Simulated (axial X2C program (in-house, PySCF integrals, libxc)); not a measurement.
# Testing model relations on BeTi

A bond curve at the PW91 level, 2c, was computed with an axial X2C code built on PySCF integrals (basis Ti dyall-cv3z [10s10p6d4f2g], Be dyall-cv3z [8s8p3d1f] (cores contracted in-house)) for the state Ω = 4 (⟨Sz⟩ = 2.00, ⟨Lz⟩ = 2.00 at PW91). Its fit gives Re = 2.4205 Å, ωe = 386.9 cm⁻¹, ωexe = 3.37 cm⁻¹ and αe = 4.246e-03 cm⁻¹; the masses are 47.9479 and 9.0122 u. Two-component means X2C with spin–orbit coupling and atomic mean-field Coulomb and Gaunt terms.

(1) Find the reduced mass, Be and the force constant.

(2) Where do the fundamental and the first overtone lie?

(3) Estimate the centrifugal constant by the Kratzer relation.

(4) The dipole moment p changes by 0.47 D/Å at Re. What harmonic infrared intensity follows?

(5) A Morse curve ties αe to the other constants (Pekeris). How well does that hold?

Occupations by symmetry block were frozen at the best pattern of an incomplete PBE0 search. Density functionals use the spin component along the axis (collinear). PBE0 can misorder states that lie within some tenths of an eV, so this need not be the ground state of the molecule. The nearest other spin-free determinant of the search, M_S = 2, Λ = 3, lies 0.09 eV up at the distance of the search. The functionals have no current-density term, which raises determinants with orbital currents, atoms included. With several unpaired electrons one determinant need not be a pure state. A state of lower Ω lies just above, and one determinant can place such states too high, so the state shown need not be the lowest. The search has Ω = 1 only 0.06 eV up. Open-shell Ω = 0 determinants with evenly filled partner blocks cannot be reached by this program, so the Ω shown need not be the lowest component. At some level and bond length an empty orbital lies below a filled one.

## Answers

(1) From the PW91 values: μ = 7.5863 u. Be = 16.8576/(μ Re²) = 0.3793 cm⁻¹. k = 5.8918×10⁻⁷ μ ωe² = 0.669 mdyn/Å.

(2) ν(1←0) = ωe − 2ωexe = 380.2 cm⁻¹; ν(2←0) = 2ωe − 6ωexe = 753.6 cm⁻¹.

(3) D = 4Be³/ωe² = 1.46e-06 cm⁻¹.

(4) I = 42.256 × (dp/dR)²/μ = 1.2 km/mol.

(5) αe(Morse) = 6Be²/ωe × (√(ωexe/Be) − 1) = 4.419e-03 cm⁻¹; the PW91 curve gives 4.246e-03 cm⁻¹, a ratio of 1.04.
